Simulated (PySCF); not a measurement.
C₆H₅FO.
Structure used (GFN2-xTB), in Å, numbered top down from 1:
```
atom  x, y, z in Å
O1     2.4779   -0.3159    0.0025
C2     1.1307   -0.1655    0.0004
C3     0.3381   -1.3114    0.0137
C4    -1.0381   -1.2017    0.0123
C5    -1.6525    0.0402   -0.0010
C6    -0.8496    1.1638   -0.0151
F7    -1.4250    2.3849   -0.0300
C8     0.5307    1.0883   -0.0146
H9     2.9099    0.5470   -0.0083
H10    0.8239   -2.2733    0.0260
H11   -1.6436   -2.0946    0.0219
H12   -2.7250    0.1434   -0.0005
H13    1.1182    1.9952   -0.0249
```

Theory: TDDFT B3LYP/def2-SVPD, vertical, gas phase, core orbitals frozen in the response in PySCF.

Ground-to-excited transition dipoles (e·a0, same axes as the geometry; the sign carries no meaning), for the states with f of 0.002 or more among the lowest 8:

| state | E (hartree) | μx | μy | μz |
| --- | --- | --- | --- | --- |
| S1 | 0.1895 | -0.268 | 0.390 | -0.004 |
| S3 | 0.2187 | -0.441 | -0.025 | 0.000 |
| S6 | 0.2481 | -0.913 | -1.277 | 0.015 |
| S8 | 0.2560 | -1.623 | 0.752 | -0.008 |

**Question.** What oscillator strength does each state have?

**Answer.** f = (2/3) ΔE |μ|² with ΔE in hartree (27.2114 eV).

| state | \|μ\|² (au) | \|μ\| (D) | f |
| --- | --- | --- | --- |
| S1 | 0.224 | 1.20 | 0.028 |
| S3 | 0.195 | 1.12 | 0.028 |
| S6 | 2.464 | 3.99 | 0.408 |
| S8 | 3.202 | 4.55 | 0.546 |

**Question.** What is the point group, and which symmetry does each of these states have?

**Answer.** Cs. Polarised in the mirror plane, so A′: S1, S3, S6 and S8.

**Question.** What angle do the transition dipoles of S1 and S8 make?

**Answer.** |cos θ| = |μa·μb| / (|μa| |μb|) = 0.86, so θ ≈ 31° (taken between 0 and 90°, since the signs are arbitrary).

**Question.** What peak molar absorption coefficient would the strongest computed level give as a lone Gaussian band 0.5 eV wide at half height?

**Answer.** ε(max) = 2.175×10⁸ f / FWHM, with the width in cm⁻¹. S8: 2.175×10⁸ × 0.5465 / 4033 ≈ 29000 L mol⁻¹ cm⁻¹.

One conformer stands for the species.
